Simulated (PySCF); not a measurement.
## M06-L on Ca²⁺ (calcium, charge +2)

Configuration: [Ar], closed-shell 1S. Calculation: PySCF 2.14, in def2-SVP (5s3p2d, 24 functions); no relativity, point nucleus.

| Item | Value |
| --- | --- |
| Total energy | -676.816 hartree |
| One-electron energy | -915.629 hartree |
| Hartree (Coulomb) energy | 274.526 hartree |
| Exchange-correlation energy | -35.714 hartree |
| Kinetic energy | 675.82603 hartree |
| ⟨S²⟩ | 0.0000 |
| ⟨L²⟩ | 0.000 |
| Sum of ⟨r⟩ | 12.75 bohr |
| Sum of ⟨r²⟩ | 15.44 bohr² |
| Density at the nucleus (Gaussians lack the cusp) | 4990 bohr⁻³ |
| Langevin diamagnetic susceptibility | -12.2 ×10⁻⁶ cm³/mol |
| Time after the integrals | 0.21 s of wall time on 1 thread of Neoverse-V1 (shared host) |

```
shell  electrons  mean orbital energy (eV)  rms radius, mean of both spins (bohr)
   1s          2                   -3961.0                                 0.0897
   2s          2                   -434.21                                  0.396
   2p          6                   -354.76                                  0.364
   3s          2                   -64.008                                   1.24
   3p          6                   -44.071                                   1.37
```
